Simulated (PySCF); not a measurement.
## `CC1C=C[P+](C)(C)C=C1`: 4 charge schemes on one density

C8H14P (charge +1).
Geometry (GFN2-xTB, Å), atoms numbered from 1 in this order:
```
atom  x, y, z in Å
C1     2.8522    0.7087    0.4337
C2     1.9254   -0.4013   -0.1066
C3     1.0974   -0.9280    1.0166
C4    -0.2237   -0.8436    1.1566
P5    -1.2367   -0.0662   -0.0857
C6    -2.5430   -1.1858   -0.6532
C7    -2.0223    1.4342    0.5639
C8    -0.1165    0.3234   -1.4149
C9     1.1937    0.1195   -1.2975
H10    2.2622    1.5492    0.7918
H11    3.4549    0.3306    1.2543
H12    3.5180    1.0581   -0.3500
H13    2.5772   -1.2167   -0.4480
H14    1.6726   -1.4061    1.7998
H15   -0.7315   -1.2482    2.0222
H16   -3.1040   -0.7118   -1.4583
H17   -2.0989   -2.1109   -1.0187
H18   -3.2196   -1.4102    0.1711
H19   -2.6089    1.9103   -0.2217
H20   -2.6784    1.1715    1.3936
H21   -1.2586    2.1276    0.9142
H22   -0.5521    0.7224   -2.3213
H23    1.8359    0.3732   -2.1319
```

Density: PBE0/pcSseg-1 (PySCF); schemes: Mulliken, IAO, Hirshfeld and ESP-fitted. Isolated species at its GFN2-xTB geometry, gas phase.

Q: For which atoms does the sign change between the 4 schemes (beyond +0.03 e in one, beyond −0.03 e in another)?

A: C2.

Q: Do the Mulliken, IAO, Hirshfeld and ESP-fitted schemes agree on where the charge is highest?

A: All schemes agree: Mulliken P5 (+0.600); IAO P5 (+1.231); Hirshfeld P5 (+0.472); ESP-fitted P5 (+0.950).

Q: What partial charge does each atom carry?

A: In e:

```csv
atom,environment,Mulliken,IAO,Hirshfeld,ESP-fitted
C1,methyl carbon,-0.219,-0.409,-0.096,-0.473
C2,allylic carbon,-0.359,-0.132,-0.011,+0.312
C3,alkene CH carbon,+0.022,-0.061,+0.022,-0.145
C4,alkene CH carbon,-0.349,-0.426,-0.093,-0.432
P5,phosphonium phosphorus,+0.600,+1.231,+0.472,+0.950
C6,sp3 carbon bound to phosphorus,-0.395,-0.645,-0.126,-0.737
C7,sp3 carbon bound to phosphorus,-0.384,-0.644,-0.127,-0.659
C8,alkene CH carbon,-0.349,-0.426,-0.093,-0.437
C9,alkene CH carbon,+0.023,-0.061,+0.022,-0.145
H10,methyl hydrogen,+0.133,+0.153,+0.047,+0.158
H11,methyl hydrogen,+0.150,+0.165,+0.063,+0.150
H12,methyl hydrogen,+0.150,+0.165,+0.063,+0.150
H13,methine hydrogen,+0.194,+0.185,+0.074,+0.061
H14,vinylic hydrogen,+0.154,+0.185,+0.081,+0.192
H15,vinylic hydrogen,+0.166,+0.188,+0.073,+0.226
H16,methyl hydrogen,+0.189,+0.192,+0.080,+0.243
H17,methyl hydrogen,+0.196,+0.198,+0.079,+0.248
H18,methyl hydrogen,+0.189,+0.191,+0.080,+0.244
H19,methyl hydrogen,+0.188,+0.191,+0.079,+0.221
H20,methyl hydrogen,+0.188,+0.191,+0.079,+0.221
H21,methyl hydrogen,+0.192,+0.196,+0.077,+0.231
H22,vinylic hydrogen,+0.167,+0.188,+0.073,+0.230
H23,vinylic hydrogen,+0.154,+0.185,+0.082,+0.192
```

Mean size of the charges over all atoms: ESP-fitted 0.307 e, IAO 0.287 e, Mulliken 0.222 e, Hirshfeld 0.091 e. Each set sums to the total charge, 1, to within 0.001 e. The Hirshfeld scheme weights the molecular density at each point by an atom's share of the summed free-atom densities.

Q: Sum the charges by element, for elements with more than one atom.

A: 
```
element  atoms  Mulliken     IAO  Hirshfeld  ESP-fitted
      C      8    -2.011  -2.805     -0.503      -2.717
      H     14    +2.410  +2.574     +1.031      +2.767
```

Q: How closely do the schemes follow one another over all atoms?

A: Correlation coefficient and root-mean-square difference: IAO with Hirshfeld 0.98, 0.266 e; IAO with ESP-fitted 0.95, 0.120 e; Mulliken with IAO 0.94, 0.168 e; Hirshfeld with ESP-fitted 0.91, 0.269 e; Mulliken with Hirshfeld 0.90, 0.156 e; Mulliken with ESP-fitted 0.86, 0.202 e.
